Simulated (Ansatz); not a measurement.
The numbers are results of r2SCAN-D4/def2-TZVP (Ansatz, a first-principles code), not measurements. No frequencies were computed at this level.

Ansatz 0.2 input:
```yaml
crystal:
  periodic: [false, false, false]
  atoms:
    - { symbol: Sn, position_ang: [0.000042, -0.00013, -0.000186] }
    - { symbol: H, position_ang: [1.231449, -1.079826, -0.056505] }
    - { symbol: H, position_ang: [0.598441, 1.518375, -0.140199] }
    - { symbol: H, position_ang: [-1.040729, -0.292367, -1.231564] }
    - { symbol: H, position_ang: [-0.789202, -0.146052, 1.428455] }
basis:
  gaussian: { orbitals: def2-tzvp }
hamiltonian:
  xc: r2scan
  dispersion: d4
relax:
  max_steps: 150
```

Output:

```
Functional definition: r2SCAN
564 factors; their error is unknown
mean field evaluation 1: about -5897.2295 eV, gradient 1.2e1 eV
mean field evaluation 2: about -5897.6472 eV, gradient 5.6e0 eV
mean field evaluation 4: about -5897.7029 eV, gradient 3.5e-2 eV
mean field evaluation 8: about -5897.7020 eV, gradient 1.8e-3 eV
mean field -5897.70198621 eV, -216.7365503872 hartree, gradient 5.2e-6 eV, S^2 0.000000; 0 other end points of the search recorded, 0 dependent functions left out
reference -5897.70200108 eV, -216.7365509336 hartree; 13, 13 occupied and 61, 61 virtual orbitals, 564 factors
relax step   1: F+E_penalty+E_count = -5897.71330439 eV  Δ(F+E_penalty+E_count) = +0.000e0 eV  max|allowed force component| = 9.572e-1 eV/Å  Δτ_max = 0.0000 Å  (22 SCF iters, accepted)
these checks for a lower state are left out or cut short: starts, cluster_reference, orbital_swaps, neighbouring_geometries, increment
564 factors; their error is unknown
mean field evaluation 16: about -5897.8182 eV, gradient 8.6e-2 eV
mean field -5897.81817819 eV, -216.7408203638 hartree, gradient 1.0e-5 eV, S^2 0.000000; 0 other end points of the search recorded, 0 dependent functions left out
reference -5897.81819316 eV, -216.7408209141 hartree; 13, 13 occupied and 61, 61 virtual orbitals, 564 factors
relax step   2: F+E_penalty+E_count = -5897.82945277 eV  Δ(F+E_penalty+E_count) = -1.161e-1 eV  max|allowed force component| = 2.281e-1 eV/Å  Δτ_max = 0.0826 Å  (24 SCF iters, accepted)
these checks for a lower state are left out or cut short: starts, cluster_reference, orbital_swaps, neighbouring_geometries, increment
564 factors; their error is unknown
mean field -5897.82714037 eV, -216.7411497178 hartree, gradient 2.4e-5 eV, S^2 0.000000; 0 other end points of the search recorded, 0 dependent functions left out
reference -5897.82715532 eV, -216.7411502673 hartree; 13, 13 occupied and 61, 61 virtual orbitals, 564 factors
relax step   3: F+E_penalty+E_count = -5897.83842313 eV  Δ(F+E_penalty+E_count) = -8.970e-3 eV  max|allowed force component| = 1.768e-2 eV/Å  Δτ_max = 0.0198 Å  (24 SCF iters, accepted)
these checks for a lower state are left out or cut short: starts, cluster_reference, orbital_swaps, neighbouring_geometries, increment
564 factors; their error is unknown
mean field -5897.82719052 eV, -216.7411515607 hartree, gradient 8.3e-5 eV, S^2 0.000000; 0 other end points of the search recorded, 0 dependent functions left out
reference -5897.82720547 eV, -216.7411521103 hartree; 13, 13 occupied and 61, 61 virtual orbitals, 564 factors
relax step   4: F+E_penalty+E_count = -5897.83847267 eV  Δ(F+E_penalty+E_count) = -4.954e-5 eV  max|allowed force component| = 3.703e-4 eV/Å  Δτ_max = 0.0015 Å  (17 SCF iters, accepted)
564 factors; their error is unknown
mean field evaluation 32: about -5897.8295 eV, gradient 4.9e-2 eV
mean field -5897.82719052 eV, -216.7411515607 hartree, gradient 8.3e-5 eV, S^2 0.000000; 1 other end points of the search recorded, 0 dependent functions left out
reference -5897.82720547 eV, -216.7411521103 hartree; 13, 13 occupied and 61, 61 virtual orbitals, 564 factors
Total energy: -5897.83848762 eV, -216.7415667216 hartree
Atom 0 at     0.000004     0.000080     0.000025 Å, force    -0.000019    -0.000355    -0.000109 eV/Å
Atom 1 at     1.278928    -1.121850    -0.059057 Å, force     0.000370    -0.000041     0.000196 eV/Å
Atom 2 at     0.622097     1.577955    -0.145660 Å, force    -0.000141    -0.000074    -0.000011 eV/Å
Atom 3 at    -1.080957    -0.304273    -1.279335 Å, force    -0.000243     0.000328    -0.000203 eV/Å
Atom 4 at    -0.820072    -0.151912     1.484028 Å, force     0.000033     0.000142     0.000127 eV/Å
Dipole moment:     0.000004     0.000086     0.000027 e Å
```

Cost: around 8 core-seconds (rough).
